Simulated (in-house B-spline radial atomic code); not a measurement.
RPA and G0W0 for Se II (Se+), [Ar] 3d10 4s2 4p3, highest spin, as one setting changes: the share of exact exchange in the PBE hybrid start. A dash marks a level of low quasi-particle weight. Computed with an all-electron radial atomic-structure program (B-spline basis): all electrons, scalar-relativistic (spin-free one-electron X2C), finite nucleus, each spin shell either full or empty, empty states to l = 9 with an (l + 1/2)⁻⁴ tail; G0W0 by contour deformation at full frequency.

```json
{"share of exact exchange in the PBE hybrid start": "0", "mean-field level (eV)": "-16.401", "G0W0 level (eV)": "4p up -21.367", "RPA correlation (Eh)": "-2.4371"}
{"share of exact exchange in the PBE hybrid start": "0.1", "mean-field level (eV)": "-16.978", "G0W0 level (eV)": "4p up -21.449", "RPA correlation (Eh)": "-2.4108"}
{"share of exact exchange in the PBE hybrid start": "0.2", "mean-field level (eV)": "?", "G0W0 level (eV)": "?", "RPA correlation (Eh)": "?"}
{"share of exact exchange in the PBE hybrid start": "0.3", "mean-field level (eV)": "-18.137", "G0W0 level (eV)": "4p up -21.569", "RPA correlation (Eh)": "-2.3611"}
{"share of exact exchange in the PBE hybrid start": "0.4", "mean-field level (eV)": "?", "G0W0 level (eV)": "?", "RPA correlation (Eh)": "?"}
{"share of exact exchange in the PBE hybrid start": "0.5", "mean-field level (eV)": "-19.300", "G0W0 level (eV)": "4p up -21.649", "RPA correlation (Eh)": "-2.3148"}
{"share of exact exchange in the PBE hybrid start": "0.6", "mean-field level (eV)": "-19.884", "G0W0 level (eV)": "4p up -21.679", "RPA correlation (Eh)": "-2.2928"}
{"share of exact exchange in the PBE hybrid start": "0.7", "mean-field level (eV)": "-20.468", "G0W0 level (eV)": "4p up -21.704", "RPA correlation (Eh)": "-2.2715"}
{"share of exact exchange in the PBE hybrid start": "0.8", "mean-field level (eV)": "-21.053", "G0W0 level (eV)": "4p up -21.724", "RPA correlation (Eh)": "-2.2508"}
{"share of exact exchange in the PBE hybrid start": "0.9", "mean-field level (eV)": "-21.639", "G0W0 level (eV)": "4p up -21.742", "RPA correlation (Eh)": "-2.2307"}
{"share of exact exchange in the PBE hybrid start": "1", "mean-field level (eV)": "-22.227", "G0W0 level (eV)": "4p up -21.757", "RPA correlation (Eh)": "-2.2111"}
```

What belongs in the row for 0.2?

mean-field level (eV): -17.557; G0W0 level (eV): 4p up -21.515; RPA correlation (Eh): -2.3855.

What belongs in the row for 0.4?

mean-field level (eV): -18.718; G0W0 level (eV): 4p up -21.612; RPA correlation (Eh): -2.3376.

At what share of exact exchange does G0W0 leave the highest level unchanged?

Near 0.92, where the shift changes sign (-0.102 eV at 0.9, +0.470 eV at 1).
